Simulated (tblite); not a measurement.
A geometry optimisation, step by step.

Species: C₂HBF (doublet state).
SMILES with atom numbers: `[C:1]#[C:2][BH:3][F:4]` (hydrogens: H5 on B3)
Bond orders are those of one Lewis drawing.

Computed with GFN2-xTB (tblite), gas phase: L-BFGS steps from a force-field or distance-geometry start until the largest atomic force falls under 0.01 eV/Å. 14 of its 29 geometries are shown.

Step 0: E = -288.2404 eV, largest atomic force 3.682 eV/Å
```
atom  x, y, z in Å  |  force x, y, z in eV/Å
C1      2.138   -0.100   -0.058   -1.546   0.069   0.118
C2      0.925   -0.004    0.037    0.930  -0.259   0.320
B3     -0.591    0.074    0.176   -1.384  -1.956  -2.037
F4     -1.397   -1.115   -0.076    2.006   2.934   0.961
H5     -1.066    1.148   -0.097   -0.005  -0.788   0.638
```

Step 2: E = -288.0583 eV, largest atomic force 10.953 eV/Å
```
atom  x, y, z in Å  |  force x, y, z in eV/Å
C1      2.124   -0.101   -0.057   -3.054   0.173   0.343
C2      0.897   -0.015    0.060    2.783  -0.334  -0.181
B3     -0.646   -0.013    0.069    6.269   8.980   0.166
F4     -1.300   -0.973   -0.027   -5.821  -8.495  -0.596
H5     -1.067    1.105   -0.063   -0.178  -0.324   0.268
```

Step 4: E = -288.7167 eV, largest atomic force 0.703 eV/Å
```
atom  x, y, z in Å  |  force x, y, z in eV/Å
C1      2.110   -0.100   -0.055    0.128  -0.048   0.032
C2      0.916   -0.016    0.056   -0.245  -0.121   0.141
B3     -0.604    0.044    0.084    0.075  -0.109  -0.690
F4     -1.343   -1.036   -0.037    0.267   0.331   0.261
H5     -1.071    1.111   -0.065   -0.225  -0.054   0.256
```

Step 6: E = -288.7500 eV, largest atomic force 0.361 eV/Å
```
atom  x, y, z in Å  |  force x, y, z in eV/Å
C1      2.105   -0.103   -0.052    0.215  -0.060   0.055
C2      0.911   -0.025    0.066    0.066  -0.053  -0.037
B3     -0.595    0.048    0.032    0.090   0.259  -0.158
F4     -1.329   -1.020   -0.017   -0.159  -0.318   0.064
H5     -1.084    1.102   -0.046   -0.212   0.171   0.076
```

Step 9: E = -288.7612 eV, largest atomic force 0.149 eV/Å
```
atom  x, y, z in Å  |  force x, y, z in eV/Å
C1      2.118   -0.111   -0.042   -0.065  -0.046   0.078
C2      0.921   -0.032    0.058   -0.014   0.023  -0.132
B3     -0.595    0.058    0.006    0.019  -0.024   0.039
F4     -1.326   -1.027   -0.005    0.100   0.110   0.004
H5     -1.109    1.113   -0.034   -0.039  -0.063   0.010
```

Step 11: E = -288.7649 eV, largest atomic force 0.187 eV/Å
```
atom  x, y, z in Å  |  force x, y, z in eV/Å
C1      2.125   -0.121   -0.026   -0.177  -0.032   0.051
C2      0.925   -0.031    0.034   -0.028   0.066  -0.073
B3     -0.596    0.065    0.006    0.127   0.057  -0.018
F4     -1.317   -1.025   -0.002    0.030   0.034   0.015
H5     -1.128    1.115   -0.029    0.048  -0.125   0.025
```

Step 13: E = -288.7679 eV, largest atomic force 0.096 eV/Å
```
atom  x, y, z in Å  |  force x, y, z in eV/Å
C1      2.123   -0.133   -0.011   -0.049  -0.035   0.015
C2      0.924   -0.027    0.011   -0.008   0.095  -0.014
B3     -0.592    0.072    0.003    0.033   0.032  -0.038
F4     -1.306   -1.019    0.003   -0.037  -0.077   0.016
H5     -1.141    1.110   -0.023    0.060  -0.015   0.020
```

Step 15: E = -288.7690 eV, largest atomic force 0.105 eV/Å
```
atom  x, y, z in Å  |  force x, y, z in eV/Å
C1      2.120   -0.139   -0.004    0.024  -0.033   0.005
C2      0.923   -0.018    0.002    0.028   0.073   0.000
B3     -0.590    0.074   -0.001   -0.075  -0.070  -0.024
F4     -1.303   -1.020    0.006    0.003  -0.029   0.010
H5     -1.141    1.107   -0.020    0.020   0.059   0.010
```

Step 17: E = -288.7701 eV, largest atomic force 0.093 eV/Å
```
atom  x, y, z in Å  |  force x, y, z in eV/Å
C1      2.117   -0.149    0.003    0.010  -0.013  -0.007
C2      0.922   -0.003   -0.009    0.027   0.009   0.011
B3     -0.591    0.073   -0.006   -0.064  -0.067   0.000
F4     -1.300   -1.025    0.009    0.042   0.030  -0.002
H5     -1.139    1.107   -0.015   -0.015   0.042  -0.002
```

Step 19: E = -288.7702 eV, largest atomic force 0.015 eV/Å
```
atom  x, y, z in Å  |  force x, y, z in eV/Å
C1      2.117   -0.150    0.003   -0.004  -0.009  -0.007
C2      0.923   -0.001   -0.009   -0.005   0.001   0.009
B3     -0.592    0.072   -0.006    0.000   0.008   0.003
F4     -1.300   -1.026    0.010    0.015  -0.002  -0.003
H5     -1.139    1.109   -0.015   -0.006   0.002  -0.004
```

Step 22: E = -288.7703 eV, largest atomic force 0.037 eV/Å
```
atom  x, y, z in Å  |  force x, y, z in eV/Å
C1      2.116   -0.152    0.002   -0.008  -0.007  -0.003
C2      0.922   -0.001   -0.006    0.000   0.010   0.004
B3     -0.593    0.073   -0.006    0.025   0.027   0.003
F4     -1.296   -1.026    0.009   -0.015  -0.018  -0.001
H5     -1.141    1.110   -0.016   -0.003  -0.012  -0.002
```

Step 24: E = -288.7704 eV, largest atomic force 0.012 eV/Å
```
atom  x, y, z in Å  |  force x, y, z in eV/Å
C1      2.115   -0.156    0.001    0.005  -0.005  -0.002
C2      0.922    0.002   -0.005    0.007   0.009   0.003
B3     -0.593    0.074   -0.005    0.007   0.000   0.001
F4     -1.293   -1.028    0.009   -0.011   0.004  -0.001
H5     -1.143    1.110   -0.017   -0.007  -0.009  -0.001
```

Step 26: E = -288.7704 eV, largest atomic force 0.018 eV/Å
```
atom  x, y, z in Å  |  force x, y, z in eV/Å
C1      2.115   -0.158    0.001    0.012  -0.003  -0.002
C2      0.922    0.004   -0.005    0.002   0.004   0.004
B3     -0.592    0.075   -0.005   -0.010  -0.015   0.000
F4     -1.293   -1.028    0.009    0.002   0.016  -0.001
H5     -1.144    1.109   -0.017   -0.007  -0.002  -0.001
```

Step 28: E = -288.7704 eV, largest atomic force 0.008 eV/Å
```
atom  x, y, z in Å  |  force x, y, z in eV/Å
C1      2.115   -0.159    0.000    0.005   0.000  -0.001
C2      0.923    0.005   -0.004   -0.003  -0.001   0.001
B3     -0.592    0.075   -0.005   -0.006  -0.006   0.000
F4     -1.293   -1.027    0.008    0.004   0.005   0.000
H5     -1.145    1.109   -0.017   -0.001   0.001   0.000
```

Problem. Summarise the path.

Solution. The energy falls by 12.22 kcal/mol from step 0 to step 28; nine tenths of that is first reached at step 5. It rises by more than 0.2 meV at step 2. The largest force goes from 3.682 to 0.008 eV/Å. Among the bonds B3–F4 changes most, from 1.459 to 1.306 Å; the atoms move by 0.128 Å rms after alignment.

What follows is the cost of the whole relaxation. Time: under 0.1 s of wall time. Hardware: an Arm Neoverse V1 with one thread, shared host with 32 logical CPUs at a one-minute load of 28.
